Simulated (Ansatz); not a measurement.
`C[N](C)[GaH][Br]`. The species carries charge 0 and has multiplicity 1. Correlated methods include outer-core shells of Br, Ga, which these sets cover unevenly. Scalar relativity is left out up to krypton.

Z-matrix (Å, degrees):
```
C
N 1 1.440
H 1 1.091 2 110.8
H 1 1.099 2 111.2 3 -120.2
H 1 1.099 2 111.2 3 120.2
C 2 1.441 1 113.5 3 -180.0
Ga 2 1.808 1 124.9 3 0.1
H 6 1.093 2 111.0 1 180.0
H 6 1.099 2 111.4 1 -59.9
H 6 1.099 2 111.4 1 59.9
Br 7 2.295 2 115.3 1 0.0
H 7 1.549 2 123.7 1 -180.0
```

Q: Give the diagnostics of a CCSD(T)/def2-TZVPP run (frozen core, Ansatz 0.2.0). (An estimate is asked.)

A: The calculation gave: T1 = 0.0122, largest single amplitude 0.046, largest double 0.029, (T) share of the correlation energy 3.8 %, 10 CCSD cycles. The RHF solution is stable towards an unrestricted one. T1 lies under the customary mark of 0.02 for closed shells.
